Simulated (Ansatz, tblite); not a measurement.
Potential energy curve for Re(O)3(OH), SMILES [O]=[Re](=[O])(=[O])[OH] (HO4Re). The Re1–O6 bond (Re1 also carries O, O, O; O6 carries nothing else) is stretched with both fragments frozen at the PBE0/def2-TZVP, def2 effective core potentials past Kr optimised geometry. Each curve is given relative to its own lowest point near equilibrium.

| R / Å | A | B | C |
|---|---|---|---|
| 1.40 | 106.7 | 76.5 | 100.6 |
| 1.49 | 44.9 | 24.8 | 40.8 |
| 1.59 | 10.8 | 3.4 | 8.8 |
| 1.66 | 1.4 | 0.0 | 0.8 |
| 1.69 | 0.0 | 0.3 | 0.0 |
| 1.74 | 0.4 | 2.4 | 1.3 |
| 1.81 | 5.3 | 7.7 | 7.4 |
| 1.93 | 21.3 | 20.4 | 25.3 |
| 2.06 | 43.9 | 36.3 | 49.7 |
| 2.21 | 71.5 | 55.2 | 79.0 |
| 2.48 | 116.3 | 87.0 | 125.9 |
| 2.77 | 151.9 | 115.2 | 162.3 |
| 3.11 | 176.9 | 137.6 | 187.1 |
| 3.57 | 193.9 | 152.9 | 203.9 |
| 4.16 | 204.0 | 160.2 | 213.8 |
| 4.93 | 209.3 | — | 218.9 |

Energies in kcal/mol.

Problem. Match the curves with the methods tblite with GFN2-xTB, 300 K electronic temperature; Ansatz (an electronic-structure program) with restricted B3LYP/def2-TZVP, def2 effective core potentials past Kr; restricted PBE0/def2-TZVP, def2 effective core potentials past Kr in Ansatz.

Solution. A is RKS-B3LYP; B is GFN2-xTB; C is RKS-PBE0.

Dashes: no converged value, or the column stops at the first point that the program doubted or that broke a chosen test of continuity, which isn't proof of a fault.

The restricted form behind RKS-B3LYP, RKS-PBE0 keeps the bonding electrons paired and can't separate into open-shell fragments.
